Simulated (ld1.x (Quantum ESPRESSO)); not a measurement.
Transferability test, TM potential for Ta

```
Element                 : tantalum
Generator               : ld1.x (Quantum ESPRESSO) 7.5
Type                    : norm-conserving Troullier–Martins (Kleinman–Bylander form)
Functional              : PBE
Relativity              : scalar-relativistic
Frozen core             : [Xe] 4f14
Valence charge          : 5
Reference configuration : 5d3 6s1 6p1
Partial waves           : 6s (bound): rc 2.60 bohr; 6p (bound): rc 4.15 bohr; 5d (bound): rc 2.00 bohr
Local potential         : all-electron potential smoothed inside 2.20 bohr (lloc = -2)
Core correction         : none
```

Energies are relative to the spin-unpolarised reference configuration 5d3 6s1 6p1; without spin polarisation the order of configurations can differ from experiment.

```json
{"valence configuration": "5d3 6s2 6p0", "charge": "0", "ΔE all-electron (eV)": "-4.178", "error AE − PS (meV)": "+9.3"}
{"valence configuration": "5d3 6s1 6p0", "charge": "+1", "ΔE all-electron (eV)": "4.289", "error AE − PS (meV)": "-0.1"}
{"valence configuration": "5d3 6s0 6p0", "charge": "+2", "ΔE all-electron (eV)": "19.261", "error AE − PS (meV)": "+78"}
{"valence configuration": "5d4 6s0 6p0", "charge": "+1", "ΔE all-electron (eV)": "5.723", "error AE − PS (meV)": "-11"}
{"valence configuration": "5d3.5 6s1.5 6p0", "charge": "0", "ΔE all-electron (eV)": "-3.190", "error AE − PS (meV)": "-1.9"}
{"valence configuration": "5d2 6s2 6p1", "charge": "0", "ΔE all-electron (eV)": "-1.193", "error AE − PS (meV)": "+22"}
```

Q: What are ΔE and the potential's error for 5d3 6s0 6p2?

A: ΔE = 4.416 eV all-electron; the error (AE − PS) is +12 meV.

Levels in the configuration 5d3.5 6s1.5 6p0:

```
level  all-electron (eV)  pseudo (eV)
   5d             -3.080       -3.076
   6s             -5.184       -5.200
```
